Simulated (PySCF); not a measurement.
Compound: C6H7F2S (doublet state).
Numbering: `[CH2:1]=[C:2]([CH3:3])/[C:4]=[CH:5]\[S:6][CH:7]([F:8])[F:9]` (hydrogens: H10, H11 on C1; H12, H13, H14 on C3; H15 on C5; H16 on C7)

Geometry (GFN2-xTB, Å), atoms numbered from 1 in this order:
```xyz
16
C6H7F2S angstrom
C     -2.535   -0.953   -0.662
C     -1.645   -0.297    0.143
C     -2.094    0.794    1.081
C     -0.324   -0.627    0.158
C      0.941   -0.764    0.016
S      1.907    0.206   -1.201
C      3.366    0.473   -0.139
F      3.166    1.483    0.732
F      4.428    0.806   -0.885
H     -3.579   -0.696   -0.656
H     -2.214   -1.730   -1.331
H     -1.750    1.759    0.712
H     -1.675    0.644    2.073
H     -3.178    0.810    1.150
H      1.573   -1.465    0.539
H      3.605   -0.435    0.439
```

The hyperfine couplings belong to this conformer and change with its torsions.

The calculation used UKS B3LYP, pcH-1 on C F H S, non-relativistic, mean-field spin-orbit, GIAO (PySCF). Geometry: GFN2-xTB, one conformer, isolated molecule. A GFN2-xTB geometry isn't a minimum of the functional, and hyperfine couplings can be far from their values at a DFT geometry. No stability test was run, so a lower SCF solution isn't excluded. ⟨S²⟩ is 0.778 where a pure state has 0.75.

Task: Predict the first-order ENDOR lines of F8/F9, H15, H10, H11, H12/H13/H14 and H16 under fast tumbling at B = 342.1 mT (X band).

Result: For S = 1/2 in fast tumbling each set of equivalent nuclei gives two lines, ν± = |νn ± a/2| to first order, with νn = g_N μN B/h and μN/h = 7.62259 MHz/T.

```
     nuclei  isotope     g_N  νn (MHz)  a_iso (MHz)  lower line (MHz)  upper line (MHz)
      F8/F9      19F  5.2577     13.71        11.19              8.12             19.30
        H15       1H  5.5857     14.57        87.31             29.09             58.22
        H10       1H  5.5857     14.57       -38.96              4.91             34.05
        H11       1H  5.5857     14.57       -37.68              4.27             33.41
H12/H13/H14       1H  5.5857     14.57       -11.34              8.90             20.23
        H16       1H  5.5857     14.57        -0.66             14.24             14.90
```

Task: Which pairs are centred on the nuclear Larmor frequency, and which on half the coupling?

Result: Centred on νn, since |a| < 2νn: F8/F9, H12/H13/H14 and H16. Centred on |a|/2 and split by 2νn: H15, H10 and H11.

Task: At what field would the lower line of F8/F9 fall to zero frequency?

Result: Where νn = |a|/2, that is B = 5.59 MHz/(5.2577 × 7.62259 MHz/T) = 140 mT, as far as first order holds there.

Nuclei that the bonding pattern makes equivalent are averaged, as if the motion that swaps them (rotation, inversion, ring flip) were fast. The three 1H nuclei of mean -11.3 MHz run from -19.4 to -2.2 MHz in the frozen geometry. The 19F value of +11.2 MHz is a mean of couplings from -2.3 to 24.6 MHz in this one geometry, not an average over conformers.

The largest Mulliken spin populations are on C1 (+0.64), C4 (+0.63), C2 (-0.24) and C5 (-0.11). The angles at C1 add up to 360.0°, so it is planar.
